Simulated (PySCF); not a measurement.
C2H4Cl2Ge.

```xyz
9

Ge     0.1242    -0.3153    -0.3809
Cl     0.4315     1.8170    -0.5039
Cl     1.3060    -1.0651     1.2609
C     -1.7352    -0.6319    -0.0069
C     -2.6233     0.3584     0.0992
H      0.6904    -0.9441    -1.6576
H     -2.0436    -1.6751     0.1309
H     -3.6780     0.1602     0.3181
H     -2.3305     1.4064    -0.0252
```

Geometry optimised at PBE0-D3(BJ)/def2-SVP. The values are those of a single conformer.

The numbers are results of B3LYP/pcSseg-1 (PySCF), not measurements. Non-relativistic, no solvent.

Give the absolute GIAO shielding of each atom: isotropic value and principal components (ppm). (The exact figures need the calculation; the answer reports its results.)


| atom | σ(iso) | σ11 | σ22 | σ33 | span |
|---|---|---|---|---|---|
| Ge1 | 1211.9 | 1095.6 | 1240.6 | 1299.4 | 203.8 |
| Cl2 | 910.9 | 753.7 | 963.0 | 1016.1 | 262.4 |
| Cl3 | 858.1 | 717.2 | 865.4 | 991.7 | 274.6 |
| C4 | 37.3 | -73.4 | 36.5 | 148.8 | 222.2 |
| C5 | 33.3 | -93.0 | 29.3 | 163.5 | 256.5 |
| H6 | 25.1 | 18.2 | 20.0 | 37.0 | 18.8 |
| H7 | 25.1 | 23.4 | 23.7 | 28.3 | 4.9 |
| H8 | 24.9 | 22.2 | 24.0 | 28.4 | 6.2 |
| H9 | 24.9 | 21.3 | 22.3 | 31.0 | 9.6 |
